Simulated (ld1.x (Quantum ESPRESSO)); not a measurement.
Br: variants of one PAW potential

Base potential:

- Element: Br (Z = 35)
- Generator: ld1.x (Quantum ESPRESSO) 7.5
- Type: PAW
- Functional: LDA (PZ)
- Relativity: scalar-relativistic
- Frozen core: [Ar] 3d10
- Valence charge: 7
- Reference configuration: 4s2 4p5
- Partial waves: 4s (bound): rcut 1.25, rcutus 1.65 bohr; 4s channel at -0.15 Ry: rcut 1.25, rcutus 1.65 bohr; 4p (bound): rcut 1.30, rcutus 1.55 bohr; 4p channel at 1.6 Ry: rcut 1.30, rcutus 1.55 bohr
- Local potential: all-electron potential smoothed inside 1.55 bohr (lloc = -2)
- Core correction: Bessel-smoothed model core inside 1.10 bohr
- Augmentation charge: PSQ, inside the norm-conserving radii

All-electron outer shells of the reference configuration (LDA (PZ), scalar-relativistic, ld1.x):

| shell | level (eV) | outermost node (bohr) | outermost maximum (bohr) |
| --- | --- | --- | --- |
| 3p | -173.21 | 0.21 | 0.48 |
| 3d | -67.00 | – | 0.43 |
| 4s | -20.32 | 0.67 | 1.41 |
| 4p | -8.01 | 0.70 | 1.66 |

Cutoffs, loose and tight: the cutoffs (Ry, on a coarse ladder) from which the occupation-weighted sum of valence levels, in a spherical-Bessel basis at the reference potential, stays within 10 and 1 mRy of its value at 400 Ry. They do not see the model core or the augmentation charge, which bear on the density cutoff. Test errors are all-electron minus pseudo excitation energies from the reference, over the configurations 4s2 4p4; 4s2 4p3; 4s2 4p2; 4s2 4p1; 4s2 4p4.5; 4s1 4p5; 4s2 4p5.3 (two spin-polarised tests are not counted in the largest error). A dash means not determined; rows that change the core or the reference have their own tests.

| change | outcome | cutoff, loose | cutoff, tight | bound ghosts | largest test error (meV) |
| --- | --- | --- | --- | --- | --- |
| base | generated | 12 Ry | 35 Ry | none | -223 |
| core correction a·sin(br)/r model core, default radius (ld1.x builds one for every PAW set, though the input has nlcc=.false.) | generated | 12 Ry | 35 Ry | none | -222 |
| core correction Bessel-smoothed model core inside 0.82 bohr | generated | 12 Ry | 35 Ry | none | -223 |
| core correction Bessel-smoothed model core inside 1.08 bohr | generated | 12 Ry | 35 Ry | none | -223 |
| core correction Bessel-smoothed model core inside 1.24 bohr | generated | 12 Ry | 35 Ry | none | -223 |
| core correction Bessel-smoothed model core inside 1.60 bohr | generated | 12 Ry | 35 Ry | none | -224 |
| core correction Bessel-smoothed model core inside 1.78 bohr | generated | 12 Ry | 35 Ry | none | -225 |
